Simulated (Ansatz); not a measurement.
```yaml
crystal:
  periodic: [false, false, false]
  atoms:
    - {symbol: B, position_ang: [-1.549266, 1.065360, -0.845728]}
    - {symbol: Se, position_ang: [-1.231751, -0.937298, -1.188456]}
    - {symbol: Ge, position_ang: [0.610535, -1.114790, 0.128044]}
    - {symbol: N, position_ang: [1.302912, 0.269611, 0.930271]}
    - {symbol: H, position_ang: [-0.817849, 1.522582, -0.098348]}
    - {symbol: H, position_ang: [-2.382636, 1.514899, -1.426046]}
    - {symbol: H, position_ang: [1.791055, -1.513596, -0.849278]}
    - {symbol: H, position_ang: [0.242979, -2.299427, 1.217861]}
    - {symbol: H, position_ang: [0.633958, 0.589538, 1.636306]}
    - {symbol: H, position_ang: [1.544564, 0.951321, 0.439499]}
basis:
  gaussian: {orbitals: STO-3G, nuclear_model: gaussian}
hamiltonian: {xc: {name: r2SCAN}}
accuracy: high
scf: {lower_state_search: full}
relax: {f_tol: 0.0001, max_steps: 3}
output: {forces: true}
```

```sh
$ ansatz run in.yaml --threads 4 --pin off --events-out ev --progress --plain --max-ram 10444MiB
```

(1) How does Ansatz answer? (Best estimate.)

## Answers

(1) The calculation gave: The run did not converge.
```
Functional definition: r2SCAN
878 factors; integrals over basis functions are off by at most 2.8e-9 eV
mean field evaluation 1: about -122567.2055 eV, gradient 2.4e2 eV
mean field evaluation 2: about -122567.1271 eV, gradient 2.4e2 eV
mean field evaluation 4: about -121416.7511 eV, gradient 4.6e2 eV
mean field evaluation 8: about -122728.2809 eV, gradient 5.5e0 eV
mean field evaluation 16: about -122728.5022 eV, gradient 8.7e-9 eV
mean field -122728.50220206 eV, -4510.1892675591 hartree, gradient 8.9e-9 eV, S^2 0.000000; 2 other end points of the search recorded, 0 dependent functions left out
reference -122728.50220257 eV, -4510.1892675779 hartree; 42, 42 occupied and 10, 10 virtual orbitals, 878 factors
relax step   1: F+E_penalty+E_count = -122728.50220206 eV  Δ(F+E_penalty+E_count) = +0.000e0 eV  max|allowed force component| = 1.199e1 eV/Å  Δτ_max = 0.0000 Å  (210 SCF iters, accepted)
889 factors; integrals over basis functions are off by at most 2.8e-9 eV
mean field -122730.79271578 eV, -4510.2734423857 hartree, gradient 1.1e-8 eV, S^2 0.000000; 0 other end points of the search recorded, 0 dependent functions left out
reference -122730.79271629 eV, -4510.2734424044 hartree; 42, 42 occupied and 10, 10 virtual orbitals, 889 factors
relax step   2: F+E_penalty+E_count = -122730.79271578 eV  Δ(F+E_penalty+E_count) = -2.291e0 eV  max|allowed force component| = 1.306e0 eV/Å  Δτ_max = 0.1948 Å  (39 SCF iters, accepted)
887 factors; integrals over basis functions are off by at most 3.0e-9 eV
mean field -122730.84094514 eV, -4510.2752147820 hartree, gradient 1.2e-8 eV, S^2 0.000000; 0 other end points of the search recorded, 0 dependent functions left out
reference -122730.84094565 eV, -4510.2752148008 hartree; 42, 42 occupied and 10, 10 virtual orbitals, 887 factors
relax step   3: F+E_penalty+E_count = -122730.84094514 eV  Δ(F+E_penalty+E_count) = -4.823e-2 eV  max|allowed force component| = 5.671e-1 eV/Å  Δτ_max = 0.1203 Å  (34 SCF iters, accepted)
Error: geometry relaxation did not converge after 3 steps: max|allowed force component| = 5.67e-1 eV/Å (threshold 1.0e-4). Raise `relax.max_steps` over both its present limit and 3, loosen `relax.f_tol`, or start from a geometry closer to equilibrium. Where this run's directory can be resumed (`checkpoint.write`), a resume goes on for up to `relax.max_steps` more
```
